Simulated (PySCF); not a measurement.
A GIAO shielding run with PySCF 2.14.0 with density-fitted response routines (density fitting, non-relativistic, gas phase) on SMILES CC[Si@@H](S[SiH3])C(F)(F)F, C3H9F3SSi2:

```
$ OMP_NUM_THREADS=1 python probes_run.py task.json out

{"job": {"kind": "nmr", "xc": "PBE0", "basis": "pcSseg-1"}, "charge": 0, "multiplicity": 1}
C     -2.916160    -0.087801    -0.433483
C     -1.635429    -0.537138    -1.134411
Si    -0.107685    -0.501892    -0.016473
S      1.494626    -1.508463    -0.982809
Si     3.358967    -0.598752    -0.304324
C      0.388791     1.370122     0.228349
F     -0.615134     2.118724     0.722578
F      1.416494     1.513501     1.098430
F      0.783928     1.977321    -0.908138
H     -2.820436     0.927583    -0.058161
H     -3.754074    -0.115188    -1.126548
H     -3.145761    -0.741036     0.404577
H     -1.766996    -1.551364    -1.513231
H     -1.462312     0.097167    -2.008027
H     -0.306156    -0.959060     1.357070
H      4.325064    -1.514617    -0.885845
H      3.336123    -0.622940     1.149991
H      3.417390     0.740150    -0.865961
```

Hardware: 1 thread of an Arm Neoverse V1, shared host. The job also computes population analyses, field gradients.

Task: How large is the calculation?

Result: 98 electrons, 219 basis functions and 1209 auxiliary functions.

Task: How long does it take, and how much memory does it need?

Result: 85 s of wall time, with 12 SCF cycles and 4 response iterations; peak memory 1.1 GiB. Times on a shared host scatter by some tens of per cent.
